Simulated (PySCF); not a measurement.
**UHF on S²⁺ (sulfur, charge +2)**

Configuration: [Ne] 3s2 3p1 4s1, high-spin 3P determinant (an excited configuration). Calculation: PySCF 2.14, in aug-cc-pCVTZ-DK with one added diffuse shell each of s, p, d, f type (9s8p6d4f, 91 functions); the spin-free X2C one-electron Hamiltonian (Gaussian nucleus).

- Total energy: -396.761409 hartree
- One-electron energy: -532.6353 hartree
- Hartree (Coulomb) energy: 160.1214 hartree
- Exchange energy: -24.2474 hartree
- ⟨S²⟩: 2.0107
- ⟨L²⟩: 2.085
- Sum of ⟨r⟩: 12.42 bohr
- Sum of ⟨r²⟩: 27.52 bohr²
- Traceless quadrupole moment −½Σ⟨3z² − r²⟩ along its main axis: -1.93 e·bohr²
- Langevin diamagnetic susceptibility: -21.8 ×10⁻⁶ cm³/mol

| shell | electrons | mean orbital energy (eV) | spread (eV) | rms radius, mean of both spins (bohr) |
| --- | --- | --- | --- | --- |
| 1s α | 1 | -2546.5 | 0 | 0.112 |
| 1s β | 1 | -2546.0 | 0 | 0.112 |
| 2s α | 1 | -280.23 | 0 | 0.514 |
| 2s β | 1 | -279.64 | 0 | 0.514 |
| 2p α | 3 | -215.52 | 0.724 | 0.490 |
| 2p β | 3 | -214.76 | 0.788 | 0.490 |
| 3s α | 1 | -52.111 | 0 | 1.64 |
| 3s β | 1 | -48.143 | 0 | 1.64 |
| 3p α | 1 | -39.393 | 0 | 1.83 |
| 4s α | 1 | -16.320 | 0 | 4.09 |

The outer electron is Rydberg-like, and this basis confines it to a smaller radius and binds it less than a complete one would.

Densities and radii are taken from the X2C orbitals without a picture-change correction, which distorts them close to the nucleus.

Spin-orbit constants ζ (cm⁻¹) from the X2C one-electron operator on these orbitals: bare nucleus, nucleus screened by l(l+1)(2l+1)/3 electrons, and screened by the Breit-Pauli mean field of the electrons.

| shell | bare | screened nucleus | mean field |
| --- | --- | --- | --- |
| 2p | 7550 | 6607 | 6181 |
| 3p | 685.4 | 599.8 | 554.8 |

To first order the Landé constant is A = 277.4 cm⁻¹, so the lowest level has J = 0 and lies 0.0688 eV below the centre of the term. This holds in LS coupling only.
